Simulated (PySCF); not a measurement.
SMILES [SiH3]CC[SiH3] (C₂H₁₀Si₂), GFN2-xTB optimised geometry. Atoms within 1.6 Å of the plane z = 0.0 Å (x, y, z in Å): Si1 (2.20, -0.71, 0.00), C2 (0.30, -0.71, 0.00), C3 (-0.29, 0.71, 0.00), Si4 (-2.20, 0.71, 0.00), H5 (2.68, -0.01, -1.20), H6 (2.69, -2.08, 0.01), H7 (2.68, 0.00, 1.19), H8 (-0.07, -1.25, -0.87), H9 (-0.07, -1.25, 0.87), H10 (0.08, 1.25, 0.87), H11 (0.07, 1.25, -0.87), H12 (-2.68, 0.01, -1.19), H13 (-2.69, 2.08, 0.01), H14 (-2.68, 0.01, 1.20).

Level of theory: PySCF with PBE0/def2-TZVP. Cells within 0.4 Å of a nucleus heavier than hydrogen are left out (blank, or x).

Map of the HOMO−1 amplitude (bohr^(-3/2)) on the plane z = 0.0 Å; orbital energy -9.46 eV, overall sign arbitrary:

```
|2222222222222222222222222222222|
|2222222222222222222222222222222|
|2222222222222222222222222222222|
|2222222222222222222222222222222|
|2222223332222222222222222222222|
|2222333333322222222222222222222|
|2223333333332222222222222222222|
|2223344544332222222222222222222|
|2233346764332222222222222222222|
|2233357975432211122222222222222|
|2233346775432111112222222222222|
|2223345655432100112222222222222|
|22223334xx3321x0122221112222222|
|22222222xx233xxx322221111122222|
|22222111x32235x6543211001122222|
|2222211001223467643221001122222|
|2222211001123456x53223x11122222|
|222221111122223xxx332xx22222222|
|2222222111222210x1233xx43332222|
|2222222222222110012345565433222|
|2222222222222111112345776433322|
|2222222222222211122345797533322|
|2222222222222222222334676433322|
|2222222222222222222334454433222|
|2222222222222222222333333333222|
|2222222222222222222233333332222|
|2222222222222222222222333222222|
|2222222222222222222222222222222|
|2222222222222222222222222222222|
|2222222222222222222222222222222|
|2222222222222222222222222222222|
```
Scale: ten equal steps from -0.083 (start of '0') to 0.223 (end of '9'), in the order '0123456789'; x runs from -5.00 to 5.00, y from -5.00 (bottom) to 5.00 (top).
